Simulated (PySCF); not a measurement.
Shapes and spin states of [ReS2]-

All numbers come from PySCF, PBE0, basis Re def2-SVPD with ECP60, S def2-SVPD (scalar-relativistic core potentials, no spin–orbit coupling, density fitting).

Relaxations began from a few typed shapes and spin states; open shells are unrestricted. The search is not exhaustive: other isomers or separated fragments can lie lower, and high-lying points may rest on an excited occupation.

Task: Order these stationary points by electronic energy, lowest first, in kJ/mol from the lowest minimum.
A. singlet (closed shell, unstable to spin polarisation) C2v: Re–S 2.288 Å (×2), S–S 2.055 Å; Re–S–S 63.3° (×2), S–Re–S 53.4°
B. broken-symmetry Ms = 1 (⟨S²⟩ 2.94) C2v: Re–S 2.360 Å (×2), S–S 2.090 Å; Re–S–S 63.7° (×2), S–Re–S 52.6°
C. quintet Cs: Re–S 2.276 Å, Re–S 2.593 Å, S–S 2.092 Å; Re–S–S 56.9°, Re–S–S 72.7°, S–Re–S 50.4°
D. triplet C2v: Re–S 2.146 Å (×2); S–Re–S 141.1°
E. quintet C2v: Re–S 2.394 Å (×2), S–S 2.074 Å; Re–S–S 64.3° (×2), S–Re–S 51.3°
F. triplet D∞h: Re–S 2.170 Å (×2); S–Re–S 180.0°
G. quintet C2v: Re–S 2.189 Å (×2); S–Re–S 125.0°
H. quintet D∞h: Re–S 2.246 Å (×2); S–Re–S 180.0°

Result: D (0.0), F (7.6), G (16.4), H (54.0), C (277.3), E (279.4), B (321.8), A (407.2).

Task: Which of them are minima?

Result: By energy in kJ/mol, 0.0: minimum; 7.6: saddle point, 2 imaginary modes; 16.4: minimum; 54.0: not settled, its softest mode being under 30 cm⁻¹; 277.3: minimum; 279.4: saddle point, 1 imaginary mode; 321.8: minimum; 407.2: minimum of the closed-shell surface only.

Formally Re is in oxidation state +3, d4, with 2 unpaired electrons (the high-spin count would be 4). The Mulliken spin on Re is 2.23. The polar-tensor charge on Re, 0.63, is far below the formal one.

For the lowest minimum: with open d or f shells other occupations or spin states may lie lower. The lowest empty level of this anion is unbound, so it and the gap depend on the basis. Spin–orbit coupling, left out here, can matter for elements this heavy.

The electron or spin density has lower symmetry than the nuclear frame for the quintet D∞h at 54.0 kJ/mol.
